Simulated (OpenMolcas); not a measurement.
An atom or ion with 6 electrons was computed by SS-CASPT2, IPEA 0.25 Eh, imaginary shift 0.1 Eh with spin-orbit coupling (OpenMolcas, ANO-RCC-VQZP, DKH2). The lowest levels that the run gave, each within 12 % of the measured value where one is at hand:

| J | Parity | E (cm-1) | g |
| --- | --- | --- | --- |
| 0 | even | 0.0 |  |
| 1 | even | 47.8 | 1.501 |
| 2 | even | 142 | 1.501 |
| 2 | even | 15240 | 1.000 |
| 0 | even | 34740 |  |

Q: Which ion is it, and what are the configurations and terms?

A: N+ (Z = 7, charge +1; active space 2 electrons in 3 orbitals (2p)). J, parity and g give the terms where levels are pure, and mixed ones are named by the computed weights; the size of the splittings, set against known spectra of the 6-electron sequence, gives the charge. In order, with the measured energies in cm-1 (NIST Handbook of Basic Atomic Spectroscopic Data): 2s2 2p2 3P0, 2s2 2p2 3P1 (48.7), 2s2 2p2 3P2 (131), 2s2 2p2 1D2 (15316), 2s2 2p2 1S0 (32689).

CASPT2 breaks the degeneracy within a term, and the mean is taken; among the terms shown or strongly mixed into the levels shown the widest spread is 83 cm-1 (2s2 2p2 1D). With the s shell closed, the reference lacks s² → p² mixing. Computed and measured levels are paired by configuration, term and J; levels that our copy of the source lacks, or whose pairing is in doubt (as where it misses far off the trend of its configuration), stay unpaired and out of the deviations. Levels of configurations outside the active space are missing.
